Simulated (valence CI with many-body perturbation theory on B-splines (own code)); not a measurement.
# From CI to CI+MBPT in Rb⁵⁺

Computed by valence CI with perturbative core correlation (CI+MBPT): four valence electrons over a frozen Dirac-Fock core [Ar] 3d10, radial functions for each j: 11 s, 11 p, 9 d, 7 f, 5 g, 2 h, 1 i, with the one-electron correlation potential Σ1, the two-electron term Σ2, the three-electron term Σ3, Breit, model QED; selected CI, second order for the rest, scaled by the run's own slope (own B-spline code, finite nucleus).

Against 13 measured levels this calculation errs by 109 cm⁻¹ on average and by 203 at most. These come from a selection out of Sansonetti, J. Phys. Chem. Ref. Data 35, 301 (2006). Levels without a partner in it may be off by more. Among the levels kept, up to 370 cm⁻¹ of a level comes from second order outside the variational space, and about a tenth of that is noise between levels of different J, which matters for small intervals.

Each rung adds one term. CI alone is the Dirac-Coulomb CI over the frozen core; QED comes last and gives the full result, which names the levels. Energies are above 4s²4p² ³P_0 on the same rung, in cm⁻¹.

Names give the largest LS component (configuration and term), which can be under half, so a name can repeat, a term be missing and a line seem to break the LS rules; names also repeat where a configuration has a term twice.

```tsv
Level	CI alone
4s²4p² ³P_1	4959
4s²4p² ³P_2	9680
4s²4p² ¹D_2	23647
4s²4p² ¹S_0	45387
4s4p³ ⁵S°_2	109105
4s4p³ ³D°_1	145656
4s4p³ ³D°_2	145800
4s4p³ ³D°_3	147499
4s4p³ ³P°_0	166647
4s4p³ ³P°_1	167184
4s4p³ ³P°_2	167779
4s4p³ ¹D°_2	186413
4s4p³ ³S°_1	212570
4s4p³ ¹P°_1	222838
4s²4p4d ³F°_2	219535
4s²4p4d ³F°_3	223035
```

Problem. What do these energies become with core correlation, Breit and QED?

Solution. 4s²4p² ³P_1 5132 (+172); 4s²4p² ³P_2 9891 (+211); 4s²4p² ¹D_2 23758 (+111); 4s²4p² ¹S_0 45249 (-138); 4s4p³ ⁵S°_2 112957 (+3852); 4s4p³ ³D°_1 148365 (+2709); 4s4p³ ³D°_2 148501 (+2701); 4s4p³ ³D°_3 150263 (+2764); 4s4p³ ³P°_0 168799 (+2152); 4s4p³ ³P°_1 169345 (+2161); 4s4p³ ³P°_2 169988 (+2208); 4s4p³ ¹D°_2 187936 (+1523); 4s4p³ ³S°_1 209038 (-3533); 4s4p³ ¹P°_1 220715 (-2123); 4s²4p4d ³F°_2 222187 (+2652); 4s²4p4d ³F°_3 225773 (+2738).

Problem. How does the ionisation energy move along the ladder, and which term matters most?

Solution. CI alone 83.168, + Σ1 83.947, + Σ2 83.775, + Σ3 83.748, + Breit 83.709, + QED 83.715 eV. The largest step is Σ1, 0.779 eV. NIST lists 82.9 ± 2 eV (theoretical).
